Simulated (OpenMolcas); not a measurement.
# Ti2+: moving the ligands

Ti2+ with its 8 nearest fluoride ions at 2.373 Å, on the Sr site of SrF2 (a = 5.796 Å, distance in the model lattice 2.510 Å). The rest of the host is ab initio model potentials to 7.6 Å and point charges beyond; the distance is set by hand and nothing relaxes. Ligand basis ANO-RCC-VDZP.
```
Ti    0.0000    0.0000    0.0000
F     1.3701    1.3701    1.3701
F     1.3701    1.3701   -1.3701
F     1.3701   -1.3701    1.3701
F     1.3701   -1.3701   -1.3701
F    -1.3701    1.3701    1.3701
F    -1.3701    1.3701   -1.3701
F    -1.3701   -1.3701    1.3701
F    -1.3701   -1.3701   -1.3701
```

```
Program             : OpenMolcas 26.06
Method              : CASSCF
Basis               : ANO-RCC-VTZP [6s5p3d2f1g]
Scalar Hamiltonian  : DKH2, point nucleus
Active space        : 2 electrons in 5 orbitals (3d)
State averaging     : 2S+1 = 3 even, 10 roots; 2S+1 = 1 even, 15 roots
Spin-orbit coupling : state interaction with AMFI integrals over the reference wave functions
```

Runs around this geometry, states (labels of O, the rotations of Oh). Energies in cm-1 above the lowest state or level, χT in cm3 K/mol.

```tsv
R (Å)	Ground state	First state of that spin	First gap with spin-orbit (degeneracies)	χT at 300 K	First state of another spin
2.3	3A2	3T2 6620	6562 (3, 1)	1.017	1E 12531
2.373	3A2	3T2 5555	5498 (3, 1)	1.021	1E 12479
2.51	3A2	3T2 4058	4003 (3, 1)	1.030	1E 12362
```

Taking the first state of the same spin as R^-n, n = -ln(4058 / 6620) / ln(2.51 / 2.3) = 5.6 between the shortest and longest distance.

Without dynamic correlation the repulsion within the d shell is too large (B by tens of per cent), so at a given field states of lower spin stand too high. Ligand-to-metal charge-transfer states are missing. With no ligand orbital active B as a rule stays too high, so bands that hang on it stand too high and its fall with covalency is understated. With metal d orbitals alone and no dynamic correlation 10Dq can be off by a tenth to a fifth, either way, in oxide and fluoride hosts. No measured value stands beside these numbers; the geometry was set by hand and not optimised.
